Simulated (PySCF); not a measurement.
## `C[Si](C)(C)n1ncc(F)n1`, C5H10FN3Si

Geometry (Å), atoms numbered from 1 in this order:
```xyz
20

C    -1.4819   -0.5350    1.5962
Si   -0.8284   -0.1528   -0.1472
C    -0.9232   -1.6177   -1.3476
C    -1.5171    1.4730   -0.8508
N     0.9258    0.1327    0.0630
N     1.8745   -0.5660   -0.5243
C     3.0178   -0.0485   -0.1163
C     2.6899    1.0034    0.7516
F     3.5169    1.8098    1.4033
N     1.3793    1.0949    0.8460
H    -0.9998   -1.4142    2.0151
H    -1.2900    0.2961    2.2689
H    -2.5517   -0.7179    1.5895
H    -1.9535   -1.8876   -1.5559
H    -0.4246   -2.4918   -0.9404
H    -0.4418   -1.3828   -2.2918
H    -1.0514    1.7202   -1.8010
H    -2.5884    1.4140   -1.0140
H    -1.3285    2.2968   -0.1681
H     3.9712   -0.4160   -0.4298
```

The calculation used GIAO PBE0/pcSseg-1 magnetisability, rotational g tensor and spin-rotation constants, non-relativistic, gas phase in PySCF 2.14.0. Geometry: GFN2-xTB.

(1) Give the nuclear spin-rotation constants along the inertial axes (H = +C I·J) beside the isotropic shieldings.

## Answers

(1) Rotational constants 2.0829, 0.7085, 0.6425 GHz. A star marks the isotopologue with that one atom substituted, in its own axes.
| atom | isotope | Caa (kHz) | Cbb (kHz) | Ccc (kHz) | mean (kHz) | σ (ppm) |
| --- | --- | --- | --- | --- | --- | --- |
| N5 | 14N | 0.406 | 0.111 | 0.052 | 0.190 | -3.2 |
| N6 | 14N | 0.569 | 0.178 | 0.037 | 0.261 | -115.7 |
| F9 | 19F | 2.443 | 0.778 | 0.138 | 1.120 | 326.5 |
| N10 | 14N | 0.555 | 0.144 | 0.035 | 0.245 | -72.1 |
| H11 | 1H | -0.233 | -0.063 | -0.012 | -0.103 | 31.4 |
| H12 | 1H | -0.173 | -0.013 | -0.069 | -0.085 | 30.8 |
| H13 | 1H | -0.001 | -0.080 | -0.071 | -0.051 | 31.6 |
| H14 | 1H | 0.029 | -0.080 | -0.080 | -0.043 | 31.5 |
| H15 | 1H | -0.218 | -0.050 | -0.022 | -0.097 | 30.8 |
| H16 | 1H | -0.217 | -0.049 | -0.022 | -0.096 | 30.8 |
| H17 | 1H | -0.233 | -0.064 | -0.013 | -0.103 | 31.4 |
| H18 | 1H | -0.001 | -0.080 | -0.071 | -0.051 | 31.6 |
| H19 | 1H | -0.174 | -0.013 | -0.069 | -0.085 | 30.8 |
| H20 | 1H | -0.025 | 0.015 | -0.071 | -0.027 | 24.3 |
| C1 | 13C* | 0.236 | 0.084 | 0.074 | 0.131 | 186.1 |
| Si2 | 29Si* | -1.403 | -0.458 | -0.422 | -0.761 | 328.3 |
| C7 | 13C* | 0.723 | 0.286 | 0.102 | 0.370 | 62.3 |
| C8 | 13C* | 0.929 | 0.287 | 0.184 | 0.467 | 11.3 |

For the geometry as given, no vibrational averaging.
